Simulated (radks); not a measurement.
Isoelectronic series with 10 electrons, all held in the configuration [Ne], which need not be the ground one along the series. All-electron calculation, scalar-relativistic Kohn-Sham, LDA (Slater exchange, Perdew-Wang correlation), spin-unpolarised, spherical densities, point nucleus. Program: a radial shooting solver on a logarithmic mesh with Libxc functionals. Total energies (hartree) and orbital eigenvalues (eV):

ion,E (hartree),2p,2s,1s
Ne,-128.37486,-13.5340,-36.1156,-825.7959
Mg2+,-198.60693,-66.8384,-99.4584,-1273.975
Si4+,-285.03043,-148.5836,-191.6161,-1833.537
P5+,-334.31780,-199.8760,-248.2296,-2154.896
S6+,-387.66248,-258.0732,-311.8280,-2503.984
Cl7+,-445.07129,-323.1616,-382.4044,-2880.835
Ar8+,-506.55203,-395.1344,-459.9612,-3285.498

Estimate the row of Al3+.

Answer. E (hartree) -239.79479; 2p -104.2217; 2s -142.0094; 1s -1539.891.
